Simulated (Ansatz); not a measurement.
`[GeH3][Te][GeH3]` + `N=C1O[SiH2]1` → `[GeH3]/[N]=C1\O[SiH2]1` + `[GeH3][TeH]`  (ligand exchange at a Ge–Te bond)

Program: Ansatz. Geometries: PBE0-D4/def2-TZVP. ΔE: electronic, gas phase. CCSD(T)/CBS is the MP2 limit (def2-TZVPP, def2-QZVPP) plus CCSD(T) − MP2 in def2-TZVPP, frozen cores. def2 core potentials past Kr. For Ge, Te outer-core shells are correlated without core-valence functions, which leaves a few kJ/mol of doubt a bond. Scalar relativity is left out up to krypton. Each species was taken in one conformer, which may not be the lowest.

```json
{"species": "`[GeH3][Te][GeH3]`", "MP2/CBS(def2) energy (Eh)": "-4423.55609"}
{"species": "`N=C1O[SiH2]1`", "MP2/CBS(def2) energy (Eh)": "-458.71181"}
{"species": "`[GeH3]/[N]=C1\\O[SiH2]1`", "MP2/CBS(def2) energy (Eh)": "-2536.01217"}
{"species": "`[GeH3][TeH]`", "MP2/CBS(def2) energy (Eh)": "-2346.23199"}
```

(1) Work out ΔE.

Largest T1 diagnostic among the species: 0.017.

Answers

(1) ΔE = (-2536.01217) + (-2346.23199) − (-4423.55609) − (-458.71181) = 0.02374 Eh = +0.65 eV. CCSD(T)/CBS gives +0.61 eV.

At CCSD(T), def2-SVP lies −0.09 eV from the extrapolated value and def2-TZVPP −0.08 eV. Leaving LDA and LC-ωPBE aside and taking each functional with its dispersion term where it has one, the values, not all of them listed here, spread over 0.17 eV, from B97M-V to HSE06-D4.
